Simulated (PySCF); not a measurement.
## Polarisability and C₆ of Pb+ (lead, charge +1)

[Xe] 4f14 5d10 6s2 6p1, 2P determinant. Computed with PySCF 2.14 in aug-cc-pwCVTZ-PP with ECP60MDF (8s7p6d4f1g, 96 functions), with scalar relativity through the core potential. Coupled (time-dependent) response in atomic units; α is the mean over directions.

```json
{"method": "TPSSh", "mean α (bohr³)": "27.87", "α xx, yy, zz": "24.19, 35.23, 24.19", "C₆ (like pair)": "242.8", "S(−4)": "267.0"}
```

S(−4) is the Cauchy moment in α(ω) = α(0) + S(−4) ω² + …

Spin-orbit coupling is absent.

α(iu) at TPSSh:

```
u (hartree)  α(iu) (bohr³)
          0          27.87
     0.0500          27.23
      0.100          25.53
      0.200          20.94
      0.300          16.73
      0.500          11.15
      0.750          7.552
       1.00          5.612
       1.50          3.597
       2.00          2.552
       3.00          1.487
       5.00         0.6779
```

A single London oscillator, α(iu) = α/(1 + u²/ω²), gives C₆ = (3/4) ω α². Matching the computed C₆ needs ω = 4 × 242.8 / (3 × 27.87²) = 0.417 hartree.

For an ion, C₆ is the dispersion term alone; charge-induced terms of lower order in 1/R come first.

The components differ because the open shell of this determinant is not spherical; for a pure term their mean is the scalar polarisability.

Energies and moments cover only the electrons outside the core potential. Spin-orbit coupling, absent here, splits the open shell strongly.
